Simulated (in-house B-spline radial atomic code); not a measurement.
Results of a calculation; reference values are marked as such.
## Making a Troullier-Martins p channel for Te, r_c = 0.94 bohr

Te, [Kr] 4d10 5s2 5p4, non-relativistic PBE, spherical and spin-unpolarised, from a B-spline radial code for spherical atoms (atomic units). The all-electron 4p level is ε = -4.108271 hartree, its outermost node lies just inside 0.40 bohr and its outer maximum at 0.74 bohr.

Inside r_c the pseudo-orbital is u(r) = r^2 exp(p(r)), with p = c0 + c2 r² + c4 r⁴ + … + c12 r¹². The seven coefficients follow from p and its first four derivatives at r_c, from zero curvature of the screened potential at the origin, c4 = −c2²/(2l + 5), and from the norm inside r_c. At r_c the all-electron orbital has P = 1.101232, P' = -1.422091, the screened potential V = -6.585688, V' = 16.62228, V'' = -55.96067, and the norm inside is Q = 0.6748714.

**Question.** What are p, p' and p'' at r_c?

**Answer.** p = ln(P/r_c^2) = ln(1.101232/0.8836) = 0.22018. p' = P'/P − 2/r_c = -1.29136 − 2.12766 = -3.41902. The radial equation gives p'' = 2(V − ε) − 2(2) p'/r_c − p'² = -4.95483 − (-14.54903) − 11.68972 = -2.09552. Differentiating, p''' = 2V' + 2(2)p'/r_c² − 2(2)p''/r_c − 2p'p'' = 12.355, and p'''' = 2V'' − 4(2)p'/r_c³ + 4(2)p''/r_c² − 2(2)p'''/r_c − 2p''² − 2p'p''' = -74.836.

For a trial c2 the five matching conditions are linear in c0, c6, c8, c10 and c12, and c2 is varied until the norm inside r_c equals Q. The root nearest zero gives:

```csv
n,c_n
0,1.30336
2,0.04491652
4,-0.0002882134
6,-7.882174
8,12.9186
10,-8.403432
12,2.030735
```

**Question.** Check c4 and p(r_c), and find the screened pseudopotential at the origin.

**Answer.** −c2²/7 = -0.000288213, as listed. The terms c_n r_c^n are 1.30336, 0.03969, -0.00023, -5.43767, 7.87478, -4.52622, 0.96647, which sum to 0.22018. Inverting the radial equation, V_l(r) = ε + 2 p'/r + (p'' + p'²)/2, so V_l(0) = ε + (2l + 3) c2 = -4.108271 + 5 × (0.0449165) = -3.8837 hartree, finite where the all-electron potential diverges.

Orbitals and screened potentials:

| r (bohr) | P | u | V all-electron | V pseudo |
| --- | --- | --- | --- | --- |
| 0.094 | 0.323 | 0.03254 | -372.3 | -3.9 |
| 0.235 | -0.704 | 0.2036 | -96.91 | -4.442 |
| 0.376 | -0.104 | 0.5147 | -43.46 | -6.715 |
| 0.517 | 0.7636 | 0.9054 | -23.76 | -10.38 |
| 0.658 | 1.202 | 1.204 | -14.7 | -12.15 |
| 0.799 | 1.253 | 1.252 | -9.611 | -9.777 |
| 0.94 | 1.101 | 1.101 | -6.586 | -6.586 |

Logarithmic derivatives P'/P at R = 1.24 bohr, for energies E around ε:

```csv
E − ε (hartree),all-electron,pseudo
-0.5,-0.522557,-0.524249
-0.25,-1.18797,-1.18855
-0.1,-1.69471,-1.6948
0,-2.09534,-2.0953
0.1,-2.5616,-2.56173
0.25,-3.42749,-3.42898
0.5,-5.61469,-5.62627
```

**Question.** With P(R) = 0.649475 and a norm of 0.9085907 inside R, what slope in energy does norm conservation fix?

**Answer.** d(P'/P)/dE = −2 × (norm inside R)/P(R)² = -4.3080 per hartree·bohr at E = ε, for both atoms, since orbital and norm agree at R. Differences over ±0.1 hartree give -4.3344 (all-electron) and -4.3346 (pseudo), which also hold third-order terms. Half a hartree below ε the two curves differ by -0.0017.
